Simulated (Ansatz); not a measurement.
Ansatz (a quantum-chemistry and plane-wave program) input (B3LYP/cc-pVDZ):

Ansatz 0.2 input:
```yaml
crystal:
  periodic: [false, false, false]
  atoms:
    - {symbol: C, position_ang: [-0.59228900, -0.52606600, -0.26946000]}
    - {symbol: C, position_ang: [0.65778700, -0.50181500, -0.12513500]}
    - {symbol: O, position_ang: [-0.06076300, 0.77407900, 0.39623000]}
    - {symbol: H, position_ang: [-1.61871900, -0.79151600, -0.45819800]}
    - {symbol: H, position_ang: [1.70961200, -0.72694800, -0.07393200]}
    - {symbol: H, position_ang: [0.00222300, 1.49311500, -0.27014200]}
basis:
  gaussian:
    orbitals: cc-pVDZ
hamiltonian:
  xc: {name: B3LYP}
total_charge: 1
output: {forces: true}
```

Output:

```
Functional definition: B3LYP
integrals: 0.01 GiB planned
521 factors; integrals over basis functions are off by at most 1.4e-3 eV
mean field: 0.13 GiB planned
mean field evaluation 1: about -4150.2936 eV, gradient 6.2e1 eV
mean field evaluation 2: about -4141.5898 eV, gradient 9.2e1 eV
mean field evaluation 4: about -4157.8559 eV, gradient 2.7e0 eV
mean field evaluation 8: about -4157.8709 eV, gradient 4.6e-2 eV
mean field evaluation 16: about -4157.8709 eV, gradient 3.5e-6 eV
mean field -4157.87086676 eV, -152.7989360472 hartree, gradient 3.5e-6 eV, S^2 0.000000; 0 other end points of the search recorded, 0 dependent functions left out
the calculation of the forces begins
reference -4157.87103064 eV, -152.7989420697 hartree; 11, 11 occupied and 46, 46 virtual orbitals, 521 factors
Total energy: -4157.87103064 eV, -152.7989420697 hartree
Atom 0 at    -0.592289    -0.526066    -0.269460 Å, force    -0.716706     0.010571    -0.114231 eV/Å
Atom 1 at     0.657787    -0.501815    -0.125135 Å, force     0.722941     0.038499     0.051981 eV/Å
Atom 2 at    -0.060763     0.774079     0.396230 Å, force    -0.038684    -0.043787     0.342416 eV/Å
Atom 3 at    -1.618719    -0.791516    -0.458198 Å, force    -0.381587    -0.083121    -0.065606 eV/Å
Atom 4 at     1.709612    -0.726948    -0.073932 Å, force     0.389394    -0.068165     0.023406 eV/Å
Atom 5 at     0.002223     1.493115    -0.270142 Å, force     0.024642     0.146003    -0.237966 eV/Å
Dipole moment:     0.041366    -0.016233    -0.355562 e Å
```

The dipole moment of an ion depends on the origin.

The geometry given is a B3LYP-D3(BJ)/def2-TZVP minimum.
